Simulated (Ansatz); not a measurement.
Reaction (redistribution): `[OH][Sc]([OH])[F]` + `NC1(F)BN1` → `[NH2][Sc]([OH])[F]` + `OC1(F)BN1`

Gas-phase electronic energies from Ansatz, PBE0-D4/def2-TZVP geometries. CCSD(T)/CBS is the MP2 limit (def2-TZVPP, def2-QZVPP) plus CCSD(T) − MP2 in def2-TZVPP, frozen cores. Functionals use def2-TZVPP. For Sc outer-core shells are correlated without core-valence functions, which leaves a few kJ/mol of doubt a bond. Scalar relativity is left out up to krypton. Each species was taken in one conformer, which may not be the lowest.

`[OH][Sc]([OH])[F]`:

```xyz
6

O     1.090   -0.996   -0.816
Sc   -0.400   -0.053   -0.221
O    -0.333    1.099    1.239
F    -2.012   -0.268   -1.116
H     1.883   -1.453   -1.077
H    -0.227    1.671    1.992
```

`NC1(F)BN1`:

Z-matrix (Å, degrees):
```
C
F 1 1.404
B 1 1.547 2 118.3
N 1 1.406 2 111.5 3 162.5
N 1 1.419 2 112.0 3 -60.0
H 3 1.182 1 157.1 2 80.0
H 4 1.015 1 111.4 2 47.0
H 4 1.011 1 110.7 2 -73.4
H 5 1.007 1 136.1 2 -70.6
```

`[NH2][Sc]([OH])[F]`:

```xyz
7

N    -0.916    0.815    0.780
Sc    0.658   -0.068   -0.030
O     0.321   -1.341   -1.355
F     2.336    0.438    0.589
H    -0.900    1.521    1.505
H    -1.884    0.642    0.544
H     0.385   -2.006   -2.033
```

`OC1(F)BN1`:

Z-matrix (Å, degrees):
```
C
F 1 1.380
B 1 1.539 2 122.1
O 1 1.366 2 108.8 3 160.6
N 1 1.419 2 113.7 3 -61.9
H 3 1.182 1 157.9 2 81.8
H 4 0.965 1 108.6 2 42.9
H 5 1.008 1 137.9 2 -66.3
```

| level | ΔE (kcal/mol) |
| --- | --- |
| r2SCAN-D4 | 17.9 |
| SCS-MP2/def2-TZVPP | 19.4 |

Q: What does CCSD(T)/CBS give? (An estimate is asked.)

A: Computed: +19.1 kcal/mol. The listed levels differ from it by -1.2, 0.3 kcal/mol.

Largest T1 diagnostic among the species: 0.016.

From BLYP to BHLYP (50 % exact exchange), in def2-TZVPP and without D4, ΔE moves by +1.3 kcal/mol. At CCSD(T), def2-SVP lies +2.0 kcal/mol from the extrapolated value and def2-TZVPP −0.6 kcal/mol. Leaving LDA and LC-ωPBE aside and taking each functional with its dispersion term where it has one, the values, not all of them listed here, spread over 1.8 kcal/mol, from revPBE-D4 to CAM-B3LYP-D4.
